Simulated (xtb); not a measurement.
xtb input (GFN-FF):

```bash
xtb mol.xyz --gfnff --opt tight --chrg 0 --uhf 0
```
mol.xyz:
```
11

C     -1.34361278     0.05966313    -0.07697679
C     -0.72084095    -1.30222511    -0.05366707
C      0.60079069    -1.36266177     0.02203418
C      1.34345285    -0.06321322     0.07693465
S      0.05620745     1.24769834     0.01481050
H     -1.91518948     0.22956289    -0.99222903
H     -2.01684264     0.21323072     0.76944572
H     -1.35228589    -2.18149495    -0.09825461
H      1.15058195    -2.29594815     0.04510622
H      1.92701238     0.03288287     0.99534433
H      2.02866554     0.04921504    -0.76633042
```

End of the output:

```
         :::::::::::::::::::::::::::::::::::::::::::::::::::::
         ::                     SUMMARY                     ::
         :::::::::::::::::::::::::::::::::::::::::::::::::::::
         :: total energy              -1.745716738872 Eh    ::
         :: gradient norm              0.000132250738 Eh/a0 ::
         ::.................................................::
         :: bond energy               -1.851185838396 Eh    ::
         :: angle energy               0.002412387100 Eh    ::
         :: torsion energy             0.005432237041 Eh    ::
         :: repulsion energy           0.108722366185 Eh    ::
         :: electrostat energy        -0.005366254479 Eh    ::
         :: dispersion energy         -0.005875417333 Eh    ::
         :: HB energy                  0.000000000000 Eh    ::
         :: XB energy                  0.000000000000 Eh    ::
         :: bonded atm energy          0.000143781011 Eh    ::
         :: external energy            0.000000000000 Eh    ::
         :: add. restraining           0.000000000000 Eh    ::
         :: total charge               0.000000000000 e     ::
         :::::::::::::::::::::::::::::::::::::::::::::::::::::

           -------------------------------------------------
          |                Property Printout                |
           -------------------------------------------------

molecular dipole:
                 x           y           z       tot (Debye)
 q only:       -0.015      -0.331      -0.004       0.841
           -------------------------------------------------
          |                Geometry Summary                 |
           -------------------------------------------------

      molecular mass/u    :       86.1553755
   center of mass at/Å    :        0.0016953       0.0376946       0.0004473
Note: The following floating-point exceptions are signalling: IEEE_UNDERFLOW_FLAG IEEE_DENORMAL
normal termination of xtb
  moments of inertia/u·Å² :        0.7170876E+02   0.1060300E+03   0.1714356E+03
rotational constants/cm⁻¹ :        0.2350847E+00   0.1589892E+00   0.9833218E-01

 * 11 selected distances

     #   Z          #   Z                                           value/Å
     1   6 C        2   6 C                                       1.4908884
     2   6 C        3   6 C                                       1.3309095
     3   6 C        4   6 C                                       1.4908911
     1   6 C        5  16 S                                       1.7825232 (max)
     4   6 C        5  16 S                                       1.7825208
     1   6 C        6   1 H                                       1.0940198
     1   6 C        7   1 H                                       1.0940198
     2   6 C        8   1 H                                       1.0789662
     3   6 C        9   1 H                                       1.0789659 (min)
     4   6 C       10   1 H                                       1.0940209
     4   6 C       11   1 H                                       1.0940209

 * 3 distinct bonds (by element types)

   Z      Z             #   av. dist./Å        max./Å        min./Å
   1 H    6 C           6     1.0890023     1.0940209     1.0789659
   6 C    6 C           3     1.4375630     1.4908911     1.3309095
   6 C   16 S           2     1.7825220     1.7825232     1.7825208

optimized geometry written to: xtbopt.xyz

           -------------------------------------------------
          | TOTAL ENERGY               -1.745716738872 Eh   |
          | GRADIENT NORM               0.000132250738 Eh/α |
           -------------------------------------------------
########################################################################
[WARNING] Runtime exception occurred
-1- gfnff_setup: Could not read topology file.
########################################################################

------------------------------------------------------------------------
------------------------------------------------------------------------
 total:
 SCF:
 ANC optimizer:
```
